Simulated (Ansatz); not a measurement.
## A ladder of methods for GaH2O2F (SMILES [OH][Ga]([OH])[F])

GaH2O2F: 6 atoms, total charge 0, spin state singlet. SMILES: `[OH][Ga]([OH])[F]`. The coordinates come from a PBE0-D4/def2-TZVP relaxation. This is one conformer, not always the lowest.

Each level gives the electronic atomisation energy (eV). The values are calculated. Electronic energies at fixed atoms, without zero-point motion or spin-orbit coupling.

| level | kind | program | value (eV) | less CCSD(T)/6-31G* | CPU time (all runs) |
| --- | --- | --- | --- | --- | --- |
| HF/6-31G* (spherical functions) | Hartree–Fock | Ansatz | 13.78 | -5.88 | 2.9 s |
| BLYP/6-31G* (spherical functions) | GGA | Ansatz | 21.17 | +1.51 | 12 s |
| revPBE/6-31G* (spherical functions) | GGA | Ansatz | 20.78 | +1.12 | 12 s |
| B2PLYP/6-31G* (spherical functions) | double hybrid | Ansatz | 20.67 | +1.01 | 13 s |
| PBE-QIDH/6-31G* (spherical functions) | double hybrid | Ansatz | 20.53 | +0.87 | 13 s |
| RPA@PBE0/6-31G* (spherical functions) | RPA | Ansatz | 19.11 | -0.55 | 19 s |
| MP2/6-31G* (spherical functions) | perturbation theory | Ansatz | 20.72 | +1.06 | 3.6 s |
| CCSD(T)/6-31G* (spherical functions) | coupled cluster or CI | Ansatz | 19.66 | 0.00 | 20 s |

Differences are taken from CCSD(T)/6-31G* (spherical functions) for orientation; it has basis-set and higher-order errors of its own. All-electron rows without a relativistic Hamiltonian named are non-relativistic. Correlated wave functions underbind in double-zeta sets. The values span 13.78 to 21.17 eV. In the correlated wave-function rows the outer d shell of Ga is correlated, in sets not made for it. In so small a basis fixed costs decide the times, and correlated methods can beat functionals. Times are those of the runs behind each value, whatever else they computed, on shared processors of several kinds: orders of magnitude only.
